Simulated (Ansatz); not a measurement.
Calculated with Ansatz (gas phase, PBE0-D4/def2-TZVP geometries, no zero-point term in ΔE). CCSD(T)/CBS adds triple-zeta CCSD(T) − MP2 to the extrapolated MP2 energy (def2 sets, frozen cores). DFT in def2-TZVPP. B3LYP here is the variant with VWN-RPA as its local correlation; programs differ in this. Each species was taken in one conformer, which may not be the lowest.

`OB(O)OC[SiH3]` + `CC(F)[SiH2]N` → `N[SiH2]C(F)[SiH3]` + `CCOB(O)O`  (redistribution)

`OB(O)OC[SiH3]`:

Cartesian coordinates in Å:
```
O 0.030 -2.318 -0.793
B -0.853 -1.536 -0.093
O -2.037 -2.068 0.313
O -0.628 -0.228 0.236
C 0.570 0.424 -0.139
Si 0.515 2.209 0.486
H 0.841 -1.871 -1.043
H -2.123 -2.986 0.047
H 0.695 0.431 -1.231
H 1.449 -0.079 0.289
H 1.781 2.878 0.081
H -0.638 2.921 -0.119
H 0.398 2.223 1.965
```

`CC(F)[SiH2]N`:

Cartesian coordinates in Å:
```
C -1.569 0.633 -0.100
C -0.180 0.816 -0.662
F 0.142 2.183 -0.650
Si 1.179 -0.093 0.304
N 0.862 -1.782 0.343
H -1.618 0.955 0.944
H -1.853 -0.422 -0.152
H -2.300 1.210 -0.672
H -0.161 0.500 -1.712
H 2.483 0.091 -0.382
H 1.216 0.532 1.657
H 1.579 -2.436 0.081
H 0.218 -2.187 1.001
```

`N[SiH2]C(F)[SiH3]`:

Z-matrix (Å, degrees):
```
Si
C 1 1.898
N 1 1.712 2 116.0
H 1 1.488 2 105.8 3 120.5
H 1 1.485 2 107.0 3 -120.3
Si 2 1.891 1 115.4 3 -56.7
F 2 1.412 1 108.6 3 65.5
H 2 1.100 1 108.1 3 -178.2
H 3 1.007 1 121.2 2 72.8
H 3 1.007 1 120.1 2 -74.5
H 6 1.488 2 108.0 1 -61.8
H 6 1.486 2 110.3 1 57.3
H 6 1.485 2 110.7 1 178.2
```

`CCOB(O)O`:

Cartesian coordinates in Å:
```
C 1.150 -0.949 -1.481
C 0.022 -0.155 -0.874
O 0.255 -0.019 0.521
B -0.648 0.619 1.314
O -1.795 1.139 0.786
O -0.404 0.740 2.656
H 1.209 -1.943 -1.033
H 0.995 -1.064 -2.556
H 2.106 -0.445 -1.324
H -0.938 -0.654 -1.039
H -0.045 0.837 -1.331
H -2.338 1.557 1.457
H 0.430 0.336 2.904
```

```json
{"level": "PBE-D4", "ΔE (kJ/mol)": "-22.8", "difference from CCSD(T)/CBS": "-0.5"}
{"level": "r2SCAN-D4", "ΔE (kJ/mol)": "-23.4", "difference from CCSD(T)/CBS": "-1.1"}
{"level": "PBE0-D4", "ΔE (kJ/mol)": "-22.9", "difference from CCSD(T)/CBS": "-0.6"}
{"level": "B3LYP-D4", "ΔE (kJ/mol)": "-23.2", "difference from CCSD(T)/CBS": "-0.9"}
{"level": "ωB97X-V", "ΔE (kJ/mol)": "-22.3", "difference from CCSD(T)/CBS": "0.0"}
{"level": "ωB97M-V", "ΔE (kJ/mol)": "-22.5", "difference from CCSD(T)/CBS": "-0.2"}
{"level": "B2PLYP", "ΔE (kJ/mol)": "-22.2", "difference from CCSD(T)/CBS": "0.1"}
{"level": "PBE", "ΔE (kJ/mol)": "-22.0", "difference from CCSD(T)/CBS": "0.3"}
{"level": "r2SCAN", "ΔE (kJ/mol)": "-23.2", "difference from CCSD(T)/CBS": "-0.9"}
{"level": "PBE0", "ΔE (kJ/mol)": "-22.1", "difference from CCSD(T)/CBS": "0.2"}
{"level": "B3LYP", "ΔE (kJ/mol)": "-21.9", "difference from CCSD(T)/CBS": "0.4"}
{"level": "HF/def2-TZVPP", "ΔE (kJ/mol)": "-23.1", "difference from CCSD(T)/CBS": "-0.8"}
{"level": "MP2/def2-TZVPP", "ΔE (kJ/mol)": "-22.0", "difference from CCSD(T)/CBS": "0.3"}
{"level": "SCS-MP2/def2-TZVPP", "ΔE (kJ/mol)": "-22.3", "difference from CCSD(T)/CBS": "0.0"}
{"level": "CCSD/def2-TZVPP", "ΔE (kJ/mol)": "-22.2", "difference from CCSD(T)/CBS": "0.1"}
{"level": "CCSD(T)/def2-TZVPP", "ΔE (kJ/mol)": "-22.2", "difference from CCSD(T)/CBS": "0.1"}
{"level": "HF/def2-QZVPP", "ΔE (kJ/mol)": "-22.7", "difference from CCSD(T)/CBS": "-0.4"}
{"level": "MP2/def2-QZVPP", "ΔE (kJ/mol)": "-22.0", "difference from CCSD(T)/CBS": "0.3"}
{"level": "SCS-MP2/def2-QZVPP", "ΔE (kJ/mol)": "-22.2", "difference from CCSD(T)/CBS": "0.1"}
{"level": "HF/CBS(def2)", "ΔE (kJ/mol)": "-22.7", "difference from CCSD(T)/CBS": "-0.4"}
{"level": "MP2/CBS(def2)", "ΔE (kJ/mol)": "-22.1", "difference from CCSD(T)/CBS": "0.2"}
{"level": "CCSD/CBS(def2)", "ΔE (kJ/mol)": "-22.3", "difference from CCSD(T)/CBS": "0.0"}
{"level": "CCSD(T)/CBS", "ΔE (kJ/mol)": "-22.3", "difference from CCSD(T)/CBS": "0"}
```

Largest T1 diagnostic among the species: 0.012.
